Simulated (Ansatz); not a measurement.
Consider the ligand exchange at the Al–Br bond: `C[CH2][AlH][Br]` + H₂Se → `C[CH2][AlH][SeH]` + HBr.

Calculated with Ansatz (gas phase, PBE0-D4/def2-TZVP geometries, no zero-point term in ΔE). CCSD(T)/CBS is the MP2 limit (def2-TZVPP, def2-QZVPP) plus CCSD(T) − MP2 in def2-TZVPP, frozen cores. Functionals use def2-TZVPP. B3LYP here is the variant with VWN-RPA as its local correlation; programs differ in this. For Br, Se outer-core shells are correlated without core-valence functions, which leaves a few kJ/mol of doubt a bond. Scalar relativity is left out up to krypton. Each species was taken in one conformer, which may not be the lowest.

| level | ΔE (eV) |
| --- | --- |
| PBE0 | 0.42 |
| B3LYP | 0.46 |
| HF/def2-SVP | 0.56 |
| SCS-MP2/def2-QZVPP | 0.45 |

(1) What does CCSD(T)/CBS give? (Estimate.)

Largest T1 diagnostic among the species: 0.009.

Results:

(1) The calculation gave: +0.43 eV. The listed levels differ from it by -0.01, 0.03, 0.13, 0.02 eV.

From BLYP to BHLYP (50 % exact exchange), in def2-TZVPP and without D4, ΔE moves by +0.05 eV. Leaving LDA and LC-ωPBE aside and taking each functional with its dispersion term where it has one, the values, not all of them listed here, spread over 0.10 eV, from revPBE-D4 to BHLYP-D4. LDA lies −0.04 eV from PBE without D4. In def2-TZVPP, CCSD(T) changes the Hartree–Fock value by −0.14 eV (the triples alone add −0.02 eV) and MP2 by −0.13 eV.
